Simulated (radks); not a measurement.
Task: Spherical quantum dot in the effective-mass picture: electrons in a parabolic well V = omega^2 r^2 / 2 with omega = 4.99, with a point charge +1 (a donor) at the centre, all in effective atomic units (hartree* = m*/eps^2 hartree, bohr* = eps/m* bohr), one dielectric constant everywhere. Method: non-relativistic Kohn-Sham, PBE, spin-polarised, spherical densities; computed with a radial shooting solver with Libxc functionals. Levels are named by radial order and angular momentum (1s, 1p, 1d, 2s, ...), and open shells are averaged over m. At N = 9 the configuration is 1s2 1p6 2s(up 1, down 0). Does electron 10 go into 2s down or 1d up or 1d down?

Result: Into 2s down. The total energies of the other choices lie higher by 0.158 hartree* (1d up), 0.216 hartree* (1d down).
